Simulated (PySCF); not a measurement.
# Working out the ionisation energy of Ti¹⁰⁺

Ti¹⁰⁺ [Ne] 3s2 (1S) → Ti¹¹⁺ [Ne] 3s1 (2S). All numbers are calculated (PySCF 2.14, the non-relativistic Hamiltonian (point nucleus), in an uncontracted even-tempered set (17 s from 0.59 bohr⁻², ratio 2.5; 11 p from 0.76 bohr⁻², ratio 2.5; 5 d from 3.3 bohr⁻², ratio 2.7; 4 f from 5 bohr⁻², ratio 2.7)). Frozen: 1s2; the 18 highest virtual orbitals dropped. Energies in hartree (1 hartree = 27.21139 eV):

```csv
part,Ti¹⁰⁺ (lower),Ti¹¹⁺ (upper)
UHF,-811.040715,-801.439520
MP2 opposite-spin,-0.289561,-0.224278
MP2 same-spin,-0.090001,-0.081660
```

Q: What does Hartree-Fock give?

A: (-801.439520) − (-811.040715) = 9.601195 hartree = 261.262 eV.

Q: What do MP2 and SCS-MP2 (6/5 opposite-spin, 1/3 same-spin) give?

A: The opposite-spin parts differ by 1.776 eV and the same-spin parts by 0.227 eV. MP2: 261.262 + (1.776) + (0.227) = 263.265 eV. SCS-MP2: 261.262 + 1.2 × (1.776) + (0.227)/3 = 263.469 eV.

A first-order spin-orbit estimate adds 0.000 eV to MP2 (outer shells), giving 263.265 eV against 265.07 ± 0.06 eV (semi-empirical (NIST evaluation); NIST Atomic Spectra Database, ionization energies).

The calculation is non-relativistic.

What remains against the reference includes basis incompleteness, the frozen core and correlation beyond second order.
